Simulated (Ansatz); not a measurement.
## A family of molecules: the dipole moment

One atom is swapped for its congeners: CH8BN `[BH3-][NH2+]C`; CH8AlN `C[NH2+][AlH3-]`; CH8GaN `C[NH2+][GaH3-]`. All are singlets with charge 0.

Shapes, held fixed at every level: PBE0-D4/def2-TZVP. Programs: Ansatz 0.2.0. Values in D.

```tsv
level	CH8BN	CH8AlN	CH8GaN
PBE-D4/def2-TZVPP	5.27	5.40	5.04
r2SCAN-D4/def2-TZVPP	5.34	5.50	5.11
B3LYP-D4/def2-TZVPP	5.33	5.46	5.07
wB97M-V/def2-TZVPP	5.38	5.48	5.06
```

At wB97M-V/def2-TZVPP the dipole moment isn't monotonic: it is largest for Al and smallest for Ga (5.48 and 5.06 D). Every level shows the same order. Relativity is left out for Ga unless named.
